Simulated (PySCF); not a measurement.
Si(NH2)2 (H4N2Si), SMILES [Si](N)N (connectivity only; charge and spin as stated), neutral, multiplicity 1. Atoms are numbered in the order given.

```xyz
7

Si     0.0000     0.0000    -0.6638
N      0.0000     1.3213     0.4416
H      0.0000     1.2822     1.4514
H      0.0000     2.2705     0.1039
N      0.0000    -1.3213     0.4416
H      0.0000    -2.2705     0.1039
H      0.0000    -1.2822     1.4514
```

Geometry: B3LYP-D3(BJ)/def2-TZVP. One conformer was computed; it need not be the lowest.

Calculation: PBE0/def2-TZVPD run with PySCF.

Mulliken values depend strongly on the basis, most of all with diffuse functions as here. ESP charges are fitted to the potential on shells at 1.4 to 2.0 van der Waals radii. Atomic charges (e):

| atom | ESP fit | Mulliken |
|---|---|---|
| Si1 | -0.03 | 0.00 |
| N2 | -0.57 | -0.36 |
| H3 | 0.30 | 0.20 |
| H4 | 0.29 | 0.17 |
| N5 | -0.57 | -0.36 |
| H6 | 0.29 | 0.17 |
| H7 | 0.30 | 0.20 |
